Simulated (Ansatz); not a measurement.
`CN[SiH2]N` and `N[SiH2]NCO` differ in one atom or group.

Ansatz, PBE0-D4/def2-TZVP geometries, multiplicity 1. Each molecule was computed in one conformer, which needn't be the lowest.

```csv
property,`CN[SiH2]N`
HOMO–LUMO gap (PBE/def2-TZVPP) / eV,5.36
LUMO energy (ωB97M-V/def2-TZVPP) / eV,2.37
HOMO energy (PBE/def2-TZVPP) / eV,-5.27
HOMO–LUMO gap (B3LYP/def2-TZVPP) / eV,7.02
HOMO–LUMO gap (ωB97M-V/def2-TZVPP) / eV,11.34
HOMO–LUMO gap (PBE0/def2-TZVPP) / eV,7.53
```

Give the same properties after the change, and the shifts. (An estimate is asked.)

Ansatz gave: 
| property | `N[SiH2]NCO` | shift |
| --- | --- | --- |
| HOMO–LUMO gap (PBE/def2-TZVPP) / eV | 5.62 | 0.26 |
| LUMO energy (ωB97M-V/def2-TZVPP) / eV | 2.10 | -0.27 |
| HOMO energy (PBE/def2-TZVPP) / eV | -5.74 | -0.47 |
| HOMO–LUMO gap (B3LYP/def2-TZVPP) / eV | 7.29 | 0.27 |
| HOMO–LUMO gap (ωB97M-V/def2-TZVPP) / eV | 11.57 | 0.23 |
| HOMO–LUMO gap (PBE0/def2-TZVPP) / eV | 7.81 | 0.28 |

With PBE0 the HOMO falls by 0.51 eV and the LUMO falls by 0.22 eV, so the gap widens by about 0.29 eV. PBE moves the HOMO by -0.47 eV and ωB97M-V by -0.51 eV.

B3LYP here is the variant with VWN-RPA as its local correlation; programs differ in this.
